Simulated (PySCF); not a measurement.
H8N2OSi2, SMILES N[SiH2]N[SiH2]O.

Geometry: PBE-D3(BJ)/def2-SVP. The structure was generated by enumeration, and PubChem lists no compound with its InChIKey, so it may never have been made. The values are those of a single conformer.

The numbers are results of TDDFT-PBE/def2-SVPD (PySCF 2.14.0), not measurements.

Vertical excitations. The molecule is in vacuum.

Q: Give excitation energies, oscillator strengths and character. (An estimate is asked for; the answer gives what the named calculation found.)

A: 
```json
[
 {"state": "S1", "energy (eV)": "5.40", "λ (nm)": "230", "f": "0.016", "main pairs": "HOMO→LUMO 96 %"},
 {"state": "S2", "energy (eV)": "5.87", "λ (nm)": "211", "f": "0.055", "main pairs": "HOMO→LUMO+1 87 %"},
 {"state": "S3", "energy (eV)": "6.02", "λ (nm)": "206", "f": "0.062", "main pairs": "HOMO−1→LUMO 86 %"},
 {"state": "S4", "energy (eV)": "6.25", "λ (nm)": "198", "f": "0.012", "main pairs": "HOMO→LUMO+2 95 %"},
 {"state": "S5", "energy (eV)": "6.48", "λ (nm)": "191", "f": "0.030", "main pairs": "HOMO−1→LUMO+1 94 %"},
 {"state": "S6", "energy (eV)": "6.64", "λ (nm)": "187", "f": "0.014", "main pairs": "HOMO−2→LUMO 97 %"},
 {"state": "S7", "energy (eV)": "6.67", "λ (nm)": "186", "f": "0.001", "main pairs": "HOMO→LUMO+3 96 %"},
 {"state": "S8", "energy (eV)": "6.86", "λ (nm)": "181", "f": "0.040", "main pairs": "HOMO−1→LUMO+2 84 %"},
 {"state": "S9", "energy (eV)": "6.89", "λ (nm)": "180", "f": "0.010", "main pairs": "HOMO→LUMO+4 84 %"},
 {"state": "S10", "energy (eV)": "7.12", "λ (nm)": "174", "f": "0.007", "main pairs": "HOMO−3→LUMO 94 %"},
 {"state": "T1", "energy (eV)": "5.14", "λ (nm)": "241", "f": "0", "main pairs": "HOMO→LUMO 99 %"},
 {"state": "T2", "energy (eV)": "5.68", "λ (nm)": "218", "f": "0", "main pairs": "HOMO→LUMO+1 72 %, HOMO−1→LUMO 26 %"},
 {"state": "T3", "energy (eV)": "5.77", "λ (nm)": "215", "f": "0", "main pairs": "HOMO−1→LUMO 72 %, HOMO→LUMO+1 26 %"},
 {"state": "T4", "energy (eV)": "5.97", "λ (nm)": "208", "f": "0", "main pairs": "HOMO→LUMO+2 98 %"}
]
```
Triplets are in the Tamm–Dancoff approximation, which puts them higher than full response would, so one can lie above its singlet here.
